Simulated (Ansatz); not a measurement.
Species: C$_{3}$H$_{9}$IO$_{3}$Si, SMILES `CO[Si](I)(OC)OC` (charge 0, multiplicity 1).

Question: Give a relaxed geometry from PBE0-D3(BJ)/def2-SVP (Ansatz, a program for electronic structure).

Answer: One answer among several that fit: the end point of this relaxation, one of several conformers (outside a Z-matrix the atoms follow the SMILES, hydrogens last).
Z-matrix (Å, degrees):
```
Si
O 1 1.6326
C 2 1.4048 1 127.12
H 3 1.0995 2 108.32 1 179.27
H 3 1.1026 4 108.67 2 -121.07
H 3 1.1041 4 108.45 5 -117.85
O 1 1.6326 2 109.83 3 -179.21
C 7 1.4048 1 127.11 2 59.97
H 8 1.0994 7 108.32 1 179.27
H 8 1.1026 9 108.67 7 -121.08
H 8 1.1041 9 108.45 10 -117.85
O 1 1.6326 2 109.84 3 59.87
C 12 1.4049 1 127.10 2 -179.09
H 13 1.0994 12 108.32 1 179.25
H 13 1.1026 14 108.67 12 -121.08
H 13 1.1041 14 108.45 15 -117.85
I 1 2.4614 2 109.08 3 -59.67
```
